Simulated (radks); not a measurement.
Task: Valence configurations of Rh (all share [Kr]). All-electron calculation, Dirac Kohn-Sham, PBEsol, spin-unpolarised, spherical densities, point nucleus; open shells fill j = l - 1/2 first. Program: a radial shooting solver on a logarithmic mesh with Libxc functionals. Order these by energy: 4d7.5 5s1 5p0.5; 4d7 5p2; 4d6 5s2 5p1; 4d9; 4d8 5s0.5 5p0.5; 4d7.5 5s1.5; 4d8 5p1; 4d7 5s1 5p1; 4d7 5s2; 4d8 5s1.

Result: From the lowest, in eV above it: 4d9 0.000; 4d8 5s1 0.745; 4d7.5 5s1.5 1.665; 4d8 5s0.5 5p0.5 2.498; 4d7 5s2 3.002; 4d7.5 5s1 5p0.5 3.544; 4d8 5p1 4.312; 4d7 5s1 5p1 7.065; 4d7 5p2 11.326; 4d6 5s2 5p1 11.616. NIST lists [Kr] 4d8 5s1 as the ground configuration; this level of theory puts 4d9 lower, by 0.745 eV. The energies are those of spherical spin-averaged densities, not of single terms.
